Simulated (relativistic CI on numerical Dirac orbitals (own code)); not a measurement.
# Sensitivity of the levels of Pb⁵⁺ to α and to the nuclear radius

Method of calculation: Dirac-Coulomb-Breit CI, orbitals from a KLI potential per configuration, valence Slater integrals scaled by 0.85, P86 correlation energy added to each configuration, derivatives by finite differences, QED left out (own radial code, finite nucleus).

Configuration list (outside the closed core [Kr] 4d10 4f14 5s2): 5p⁶5d⁹, 5p⁶5d⁸6s, 5p⁶5d⁸5f, 5p⁶5d⁸6p, 5p⁶5d⁷6s², 5p⁵5d¹⁰, 5p⁶5d⁸6d, 5p⁶5d⁷6s6p. Levels of other configurations are missing.

With x = (α/α₀)² − 1 an excitation energy changes as ω = ω₀ + qx; K = 2q/ω₀ is the relative enhancement. Terms are leading LS components, so labels can repeat. The field-shift factor is F = δν/δ⟨r²⟩ for the transition from the lowest level.

Lowest level 5p⁶5d⁹ ²D5/2.

```
         Level  ω₀ (cm⁻¹)  q (cm⁻¹)       K  F (GHz/fm²)
  5p⁶5d⁹ ²D3/2    21226.6     19950    1.88         2.55
5p⁶5d⁸6s ⁴F9/2   138810.0    -93510   -1.35          182
5p⁶5d⁸6s ⁴F7/2   146169.0    -89220   -1.22          177
5p⁶5d⁸6s ²D5/2   150733.0    -92880   -1.23          180
5p⁶5d⁸6s ²D3/2   152948.5    -90160   -1.18          178
5p⁶5d⁸6s ⁴F5/2   162200.2    -72880  -0.899          183
5p⁶5d⁸6s ²F7/2   163270.8    -73280  -0.898          178
5p⁶5d⁸6s ⁴P1/2   166710.7    -86880   -1.04          182
5p⁶5d⁸6s ⁴P3/2   170401.0    -72600  -0.852          184
5p⁶5d⁸6s ²F5/2   172478.0    -71120  -0.825          178
5p⁶5d⁸6s ²P3/2   176889.7    -70570  -0.798          180
5p⁶5d⁸6s ²G9/2   179234.8    -73840  -0.824          181
5p⁶5d⁸6s ²G7/2   180261.0    -72370  -0.803          180
```

At this charge configurations can still be misplaced by up to about 7 % of their energy. Levels and lines within the n = 5 or 6 shells can be off by up to 10 % or somewhat more, and those that change n by about 2 %, since core polarisation is missing.
